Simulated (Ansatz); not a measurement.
Start from `[CH3][AlH][SiH2][AlH2]` and change one atom or group to get `[CH3][AlH][SiH2][SnH3]`.

Ansatz, PBE0-D4/def2-TZVP geometries, multiplicity 1. Each molecule was computed in one conformer, which needn't be the lowest.

Elements past krypton have def2 core potentials.

```tsv
property	`[CH3][AlH][SiH2][AlH2]`
HOMO–LUMO gap (B3LYP/def2-TZVPP) / eV	4.28
size of the dipole moment (PBE/def2-TZVPP) / D	0.96
HOMO–LUMO gap (PBE0/def2-TZVPP) / eV	4.64
LUMO energy (ωB97M-V/def2-TZVPP) / eV	-0.70
size of the dipole moment (ωB97M-V/def2-TZVPP) / D	0.87
HOMO energy (PBE/def2-TZVPP) / eV	-5.97
```

Task: Give the same properties after the change, and the shifts. (Best estimate.)

Result: Computed: 
| property | `[CH3][AlH][SiH2][SnH3]` | shift |
| --- | --- | --- |
| HOMO–LUMO gap (B3LYP/def2-TZVPP) / eV | 4.93 | 0.65 |
| size of the dipole moment (PBE/def2-TZVPP) / D | 1.67 | 0.71 |
| HOMO–LUMO gap (PBE0/def2-TZVPP) / eV | 5.31 | 0.67 |
| LUMO energy (ωB97M-V/def2-TZVPP) / eV | -0.24 | 0.46 |
| size of the dipole moment (ωB97M-V/def2-TZVPP) / D | 1.69 | 0.82 |
| HOMO energy (PBE/def2-TZVPP) / eV | -6.16 | -0.19 |

With PBE0 the HOMO falls by 0.22 eV and the LUMO rises by 0.45 eV, so the gap widens by about 0.67 eV. PBE moves the HOMO by -0.19 eV and ωB97M-V by -0.27 eV. Dipoles are sizes alone; their direction can turn.

B3LYP here is the variant with VWN-RPA as its local correlation; programs differ in this.
